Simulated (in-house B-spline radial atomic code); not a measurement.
RPA and G0W0 for Hf4+, [Xe] 4f14, as one setting changes: the highest l of the empty states. Start: r2SCAN. A dash marks a level of low quasi-particle weight. Computed with an all-electron radial atomic-structure program (B-spline basis): all electrons, scalar-relativistic (spin-free one-electron X2C), finite nucleus, each spin shell either full or empty, empty states to the listed l with an (l + 1/2)⁻⁴ tail; G0W0 by contour deformation at full frequency.

Without the two-electron picture change, the correlation of inner shells comes somewhat too large for so heavy an element.

```csv
highest l of the empty states,RPA summed (Eh),RPA extrapolated (Eh),G0W0 level (eV)
5,-5.5101,-6.3637,4f -68.80
6,-5.8221,-6.3579,4f -69.00
7,-5.9882,-6.3276,4f -68.98
8,?,?,?
9,?,?,?
10,-6.1728,-6.2772,4f -68.97
11,-6.1949,-6.2692,4f -68.96
```

**Question.** What belongs in the row for 9?

**Answer.** RPA summed (Eh): -6.1383; RPA extrapolated (Eh): -6.2888; G0W0 level (eV): 4f -68.98.

**Question.** What belongs in the row for 8?

**Answer.** RPA summed (Eh): -6.0826; RPA extrapolated (Eh): -6.3067; G0W0 level (eV): 4f -68.99.
